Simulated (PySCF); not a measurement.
**Electron correlation in La(42+) (lanthanum, charge +42)**

[Ne] 3s2 3p3, high-spin 4S determinant. Calculation: PySCF 2.14, in an uncontracted even-tempered set (18 s from 8.4 bohr⁻², ratio 2.5; 12 p from 11 bohr⁻², ratio 2.5; 4 d from 44 bohr⁻², ratio 2.7; 4 f from 66 bohr⁻², ratio 2.7); scalar relativity by spin-free X2C-1e. Frozen: 1s2; 13 electrons correlated; the 21 highest virtual orbitals of each spin left out.

```
  level  correlation energy (mhartree)
   CCSD                        -536.77
    (T)                          -0.78
CCSD(T)                        -537.55
```

Diagnostics: T1 = 0.00024, D1 = 0.0007, largest double amplitude 0.020.

Spin-orbit coupling is strong in this species (close to jj coupling), so the high-spin LS determinant is a model state, not a physical level.

Cost of the coupled-cluster step: of the order of 50 core-seconds, for 13 correlated electrons.

At this charge the one-electron X2C treatment keeps the bare 1/r₁₂, with no two-electron picture change or Breit term. The effect here is smaller than on the frozen 1s shell; and a scalar Hamiltonian misses the large spin-orbit splitting of the p shells, which matters for ns² → np² pairs.

Spin-orbit coupling is strong in this species, so the high-spin LS determinant is a model state.
